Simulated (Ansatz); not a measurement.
Born–Oppenheimer molecular dynamics of Cl3H4PSn (9 atoms, charge 0, multiplicity 1). It starts at the highest image of a converged band. Of that band: A structure lower than the first end lies on the path between it and the top, so the climb from that side starts below the end, which may itself be a saddle point or a shallow side well. Neighbouring images differ by up to 1.3 eV, so the band resolves the path poorly. A vibrational analysis at the climbing image gives one clearly imaginary mode, 540i cm⁻¹: a first-order saddle point.

Level of theory: RKS PBE-D4/def2-SVP in Ansatz.

```json
{
  "ensemble": "NVE (velocity Verlet)",
  "time step": "0.5 fs",
  "steps asked": "200",
  "starting velocities drawn for": "300 K",
  "seed": "7172"
}
```

First frame:

```xyz
9
Properties=species:S:1:pos:R:3
Sn -0.316 -0.169 0.115
Cl 0.224 0.615 2.580
H 1.381 -0.130 -0.195
Cl -1.138 1.534 -1.353
Cl -0.790 -2.420 -0.607
P -2.757 -0.163 1.553
H -3.169 0.652 0.461
H -2.852 -1.494 1.057
H -1.431 0.263 2.325
```

Q: How far do the bonds stretch over the last three quarters of this one trajectory? (Pairs bonded in most of those frames.)

A: 
```tsv
bond	mean (Å)	spread (Å)	shortest	longest
Sn1–Cl2	2.417	0.125	2.25	2.60
Sn1–H3	1.734	0.046	1.66	1.80
Sn1–Cl4	2.388	0.040	2.33	2.44
Sn1–Cl5	2.407	0.079	2.32	2.53
P6–H7	1.436	0.010	1.42	1.46
P6–H8	1.439	0.028	1.39	1.49
P6–H9	1.442	0.017	1.42	1.50
```

Pairs bonded in part of these frames only: Sn1–P6 42 %.

Mean temperature of the second half: 1048 K. The conserved energy stayed within 0.052 meV per atom of its start (net change 0.016 meV per atom), so the integration is sound. The kinetic energy rose, since the run started high on the potential surface and went downhill. It ends in pieces (Cl3HSn + H3P), so much of that is their flight and rotation, not heat. A run of 0.1 ps of so small a system gives no equilibrium averages. The orbitals stay closed-shell, which can raise the energy where a bond breaks towards radicals; this wasn't checked here.

The run took 4.6 min on 4 threads of Arm Neoverse V1, on a shared host, peak memory 0.19 GiB.
